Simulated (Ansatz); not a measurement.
Species: sum formula Si₂H₄F (charge 0, doublet). It need not be the lowest isomer of its formula. 
Geometry from a B3LYP-D3(BJ)/def2-TZVP (Ansatz, an electronic-structure program) optimisation:
SMILES: F[SiH][SiH3]
```xyz
7

F      1.5659    -0.9339     0.4305
Si     0.8118     0.2504    -0.3742
Si    -1.4969     0.1987     0.0664
H      1.4706     1.5245     0.0329
H     -1.8092     0.3258     1.5123
H     -2.0982     1.3374    -0.6689
H     -2.0654    -1.0703    -0.4425
```
Charge 0, spin multiplicity 2.

Basis-set convergence of Hartree-Fock and CCSD correlation energies (hartree) with Ansatz. Cores are frozen in the correlated levels unless marked. UHF or UKS for open shells. Spin-orbit coupling is left out. Non-relativistic.

```csv
basis,functions,E(HF),"E(corr, CCSD)"
cc-pV(D+d)Z,80,-679.65144,-0.41146
cc-pV(T+d)Z,164,-679.71849,-0.51743
cc-pV(Q+d)Z,303,-679.73578,-0.55412
```

Extrapolating the two largest sets (X = 3 and 4) as X^-3: E(corr) = (64·(-0.55412) - 27·(-0.51743))/37 = -0.5809 Eh, an estimate of the basis-set limit. The largest set recovers 95.4 % of it, the smallest 70.8 %.
